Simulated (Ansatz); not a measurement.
# Nudged elastic band run: H$_{5}$NSSn

The input (input.yaml):

```yaml
crystal:
  periodic: [false, false, false]
  atoms:
    - { symbol: "N", position_ang: [-1.129845, 0.397575, -0.776228] }
    - { symbol: Sn, position_ang: [0.543796, 0.358755, 0.38962] }
    - { symbol: S, position_ang: [1.224595, -1.961503, 0.431309] }
    - { symbol: H, position_ang: [-1.638828, 1.278586, -0.727065] }
    - { symbol: H, position_ang: [-0.944217, 0.199189, -1.757563] }
    - { symbol: H, position_ang: [0.049849, 0.923174, 1.929503] }
    - { symbol: H, position_ang: [1.91742, 1.196232, -0.214042] }
    - { symbol: H, position_ang: [-0.02277, -2.392019, 0.724465] }
basis:
  gaussian: { orbitals: def2-SVP }
hamiltonian:
  xc: pbe0
  dispersion: d4
neb:
  order_check: false
  images: 7
  f_tol: 0.05
  max_iterations: 60
  initial_path: idpp
  spring: 20.0
  final_atoms:
    - { symbol: "N", position_ang: [-0.96124824, 0.38054653, -0.97746431] }
    - { symbol: Sn, position_ang: [0.51249955, 0.35939594, 0.4305699] }
    - { symbol: S, position_ang: [0.55129093, -1.90799064, 1.27269222] }
    - { symbol: H, position_ang: [-1.90020774, 0.30388448, -0.59124698] }
    - { symbol: H, position_ang: [-0.93741193, 1.1996825, -1.58221739] }
    - { symbol: H, position_ang: [0.25501477, 1.33057715, 1.82436257] }
    - { symbol: H, position_ang: [1.94903268, 0.77222547, -0.40571149] }
    - { symbol: H, position_ang: [0.53102998, -2.43833241, 0.02901448] }
```

Launched with:

```bash
$ ansatz run input.yaml --threads 1 --pin off --max-ram 2048MiB --backend cpu --events-out ev --progress --plain --runs-dir out
```

Output, in part (warnings, iteration lines, the closing report on the highest movable image, with atoms numbered from 0):

```
NEB end point (image 0): max|allowed force component| = 1.471e-2 eV/Å (the criterion of neb.relax_end_points is 1.000e-2)
NEB end point (image 8): max|allowed force component| = 1.410e-2 eV/Å (the criterion of neb.relax_end_points is 1.000e-2)
NEB iter   1: max|band force component| = 1.303e0 eV/Å  barrier→ = 0.1360 eV  barrier← = 0.1361 eV  Δτ_max = 0.1974 Å  (225 SCF iters)
NEB iter   2: max|band force component| = 5.854e-1 eV/Å  barrier→ = 0.0827 eV  barrier← = 0.0828 eV  Δτ_max = 0.1096 Å  (194 SCF iters)
NEB iter   3: max|band force component| = 2.197e-1 eV/Å  barrier→ = 0.0336 eV  barrier← = 0.0337 eV  CI = image 4  Δτ_max = 0.0697 Å  (196 SCF iters)
NEB iter   4: max|band force component| = 9.009e-2 eV/Å  barrier→ = 0.0206 eV  barrier← = 0.0207 eV  CI = image 4  Δτ_max = 0.0127 Å  (203 SCF iters)
NEB iter   5: max|band force component| = 6.394e-2 eV/Å  barrier→ = 0.0202 eV  barrier← = 0.0203 eV  CI = image 4  Δτ_max = 0.0492 Å  (167 SCF iters)
NEB iter   6: max|band force component| = 4.658e-2 eV/Å  barrier→ = 0.0200 eV  barrier← = 0.0201 eV  CI = image 4  Δτ_max = 0.0000 Å  (373 SCF iters)
Total energy: -18228.59126332 eV, -669.8883731441 hartree
Atom 0 at    -1.055302     0.269748    -0.773108 Å, force    -0.005429    -0.003569    -0.003199 eV/Å
Atom 1 at     0.627563     0.366227     0.374004 Å, force     0.002489     0.004647     0.001587 eV/Å
Atom 2 at     0.996165    -1.945593     1.007025 Å, force    -0.000063    -0.000953    -0.001212 eV/Å
Atom 3 at    -1.841536     0.795699    -0.398508 Å, force    -0.000574     0.002379     0.002503 eV/Å
Atom 4 at    -0.915012     0.557478    -1.738835 Å, force     0.002613     0.001293    -0.002027 eV/Å
Atom 5 at     0.341641     1.315342     1.772798 Å, force    -0.000263    -0.001109     0.000109 eV/Å
Atom 6 at     1.954789     0.933937    -0.551036 Å, force     0.000054    -0.001211     0.000198 eV/Å
Atom 7 at    -0.108309    -2.292850     0.307659 Å, force     0.001173    -0.001475     0.002040 eV/Å
Dipole moment:    -0.227150     0.500161    -0.241402 e Å
```

It converged. Another band between the same ends (7 images) ends at a top of the same energy, where a vibrational analysis finds 1 clearly imaginary mode.

Final band (atoms are numbered from 1 in the order of the input):

```json
{"image": "0", "path coordinate (Å)": "0.00", "energy (eV)": "0.000", "dihedral H4–N1–Sn2–S3 (°)": "168"}
{"image": "1", "path coordinate (Å)": "0.31", "energy (eV)": "0.002", "dihedral H4–N1–Sn2–S3 (°)": "155"}
{"image": "2", "path coordinate (Å)": "0.61", "energy (eV)": "0.009", "dihedral H4–N1–Sn2–S3 (°)": "143"}
{"image": "3", "path coordinate (Å)": "0.92", "energy (eV)": "0.017", "dihedral H4–N1–Sn2–S3 (°)": "131"}
{"image": "4", "path coordinate (Å)": "1.23", "energy (eV)": "0.020", "dihedral H4–N1–Sn2–S3 (°)": "118"}
{"image": "5", "path coordinate (Å)": "1.53", "energy (eV)": "0.017", "dihedral H4–N1–Sn2–S3 (°)": "106"}
{"image": "6", "path coordinate (Å)": "1.83", "energy (eV)": "0.010", "dihedral H4–N1–Sn2–S3 (°)": "93"}
{"image": "7", "path coordinate (Å)": "2.13", "energy (eV)": "0.003", "dihedral H4–N1–Sn2–S3 (°)": "82"}
{"image": "8", "path coordinate (Å)": "2.43", "energy (eV)": "0.000", "dihedral H4–N1–Sn2–S3 (°)": "71"}
```

Run time: 3 min on 1 thread of Arm Neoverse V1, with other jobs on the host, peak memory 0.17 GiB.
